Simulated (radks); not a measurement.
Values are calculated unless marked as measured or tabulated.
The nuclear charge of the beryllium ion Be2+ is varied continuously with 2 electrons held in [He]. Code: a radial shooting solver on a logarithmic mesh with Libxc functionals. Model: non-relativistic Kohn-Sham, r2SCAN, spin-unpolarised, spherical densities, point nucleus; meta-GGA in the generalised Kohn-Sham scheme. By the Hellmann-Feynman theorem dE/dZ = E(electron-nucleus)/Z, the electronic potential at the nucleus.

Z    E (hartree)  E(electron-nucleus)/Z (hartree)  HOMO  e(HOMO) (eV)  <r> HOMO (bohr)
3       -7.28162                         -5.37620    1s       -61.919           0.5752
3.5    -10.21964                         -6.37592    1s       -94.819           0.4825
4      -13.65755                         -7.37573    1s       -134.52           0.4155
4.5    -17.59538                         -8.37560    1s       -181.03           0.3649
5      -22.03316                         -9.37550    1s       -234.34           0.3253

The central difference of E at Z = 4 is -7.376 hartree, to compare with the third column; the second derivative is -2 hartree.
